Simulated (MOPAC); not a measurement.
Input file for MOPAC: AM1 on ClO+, 2S+1 = 3, a spin state set in the input, which need not be the lowest, a point of a bond scan (R = 1.401 Å). Charge +1.

```
AM1 1SCF PRECISE CHARGE=1 UHF MS=1 THREADS=1
ClO

O      0.00000000 1     0.00000000 1     0.00000000 1
Cl     0.00000000 1     0.00000000 1     1.40083700 1
```

Program output:

```
*******************************************************************************
 **                                                                           **
 **                              MOPAC v23.2.5                                **
 **                                                                           **
 *******************************************************************************
 ** MOPAC's Digital Object Identifier: https://doi.org/10.5281/zenodo.6511958 **
 **                                                                           **
 ** Please cite the open-source release paper for use of this MOPAC version:  **
 ** J. E. Moussa and J. J. P. Stewart (2026)                                  **
 ** MOPAC: An open-source semiempirical molecular orbital program             **
 ** J. Open Source Softw., 11(119), 8025, https://doi.org/10.21105/joss.08025 **
 *******************************************************************************

                              AM1 CALCULATION RESULTS

 *******************************************************************************
 *  AM1        - The AM1 Hamiltonian to be used
 *  UHF        - UNRESTRICTED HARTREE-FOCK CALCULATION
 *
 *
 *
 *                 CHARGE ON SYSTEM = +1
 *
 *
 *
 *  MS=        - IN MECI, MAGNETIC COMPONENT OF SPIN =  1.0
 *  PRECISE    - TIGHTER CRITERIA TO BE USED
 *  1SCF       - DO 1 SCF AND THEN STOP
 *  THREADS=1  - MULTI-THREADING NOT USED
 *  T=         - A TIME OF 172800.0 SECONDS REQUESTED
 *  DUMP=N     - RESTART FILE WRITTEN EVERY 7200.0 SECONDS REQUESTED
 *******************************************************************************
AM1 1SCF PRECISE CHARGE=1 UHF MS=1 THREADS=1
 ClO

   ATOM   CHEMICAL          X               Y               Z
  NUMBER   SYMBOL      (ANGSTROMS)     (ANGSTROMS)     (ANGSTROMS)

     1       O          0.00000000  *   0.00000000  *   0.00000000  *
     2      Cl          0.00000000  *   0.00000000  *   1.40083700  *



          CARTESIAN COORDINATES

    NO.       ATOM           X           Y           Z

     1         O          0.0000      0.0000      0.0000
     2        Cl          0.0000      0.0000      1.4008

  O: (AM1): M.J.S. DEWAR ET AL, J. AM. CHEM. SOC. 107 3902-3909 (1985)
 Cl: (AM1): M.J.S. DEWAR AND E. G. ZOEBISCH, THEOCHEM, 180, 1 (1988).

           Empirical Formula: O Cl  =     2 atoms



      MOLECULAR POINT GROUP   :   C*v


          UHF CALCULATION, NO. OF ALPHA ELECTRONS =    7
                           NO. OF BETA  ELECTRONS =    5

 -------------------------------------------------------------------------------
 AM1 1SCF PRECISE CHARGE=1 UHF MS=1 THREADS=1
 ClO



     1SCF WAS SPECIFIED, SO BFGS WAS NOT USED
     SCF FIELD WAS ACHIEVED


                              AM1 CALCULATION
                                                       MOPAC v23.2.5 Linux




          FINAL HEAT OF FORMATION =        304.84747 KCAL/MOL =    1275.48183 KJ/MOL


          COSMO AREA              =         62.08 SQUARE ANGSTROMS
          COSMO VOLUME            =         44.59 CUBIC ANGSTROMS

          IONIZATION POTENTIAL    =         21.164533 EV
          ALPHA SOMO LUMO (EV)    =        -21.165 -8.132
          BETA  SOMO LUMO (EV)    =        -24.321-10.230
          NO. OF ALPHA ELECTRONS  =          7
          NO. OF BETA  ELECTRONS  =          5
          MOLECULAR WEIGHT        =         51.4524         POINT GROUP:  C*v

          MOLECULAR DIMENSIONS (Angstroms)

            Atom       Atom       Distance
           Cl     2    O     1     1.40084
           Cl     2    O     1     0.00000
            O     1   Cl     2     0.00000


          SCF CALCULATIONS        =          1





   ATOM   CHEMICAL          X               Y               Z
  NUMBER   SYMBOL      (ANGSTROMS)     (ANGSTROMS)     (ANGSTROMS)

     1       O          0.00000000  *   0.00000000  *   0.00000000  *
     2      Cl          0.00000000  *   0.00000000  *   1.40083700  *

                             CARTESIAN COORDINATES

   1    O        0.000000000     0.000000000     0.000000000
   2   Cl        0.000000000     0.000000000     1.400837000


           Empirical Formula: O Cl  =     2 atoms



      MOLECULAR POINT GROUP   :   C*v


          ALPHA EIGENVALUES
 -53.11855 -46.18249 -27.78067 -27.38927 -27.38927 -21.16453 -21.16453  -8.13175


           BETA EIGENVALUES
 -51.01019 -42.46617 -26.55965 -24.32069 -24.32069 -10.22988 -10.22988  -7.00905


              NET ATOMIC CHARGES AND DIPOLE CONTRIBUTIONS

  ATOM NO.   TYPE          CHARGE      No. of ELECS.   s-Pop       p-Pop
    1          O           0.129718        5.8703     1.95029     3.91999
    2         Cl           0.870282        6.1297     1.98232     4.14739
 DIPOLE           X         Y         Z       TOTAL
 POINT-CHG.     0.000     0.000     1.219     1.219
 HYBRID         0.000     0.000     0.151     0.151
 SUM            0.000     0.000     1.371     1.371


          ATOMIC ORBITAL ELECTRON POPULATIONS

     Atom    s        px        py        pz
    1  O   1.95029   1.39883   1.39883   1.12234
    2 Cl   1.98232   1.60117   1.60117   0.94505


                    (SZ)    =    1.000000
                    (S**2)  =    2.001419


          ATOMIC ORBITAL SPIN POPULATIONS

    Atom   Total    s     px     py     pz
         Atomic
    1  O  1.2082  0.011  0.601  0.601 -0.005
    2 Cl  0.7918  0.002  0.399  0.399 -0.008

 **********************
 *                    *
 * JOB ENDED NORMALLY *
 *                    *
 **********************




 == MOPAC DONE ==
```

The run finished.

Cost: roughly 0.020 core-seconds.
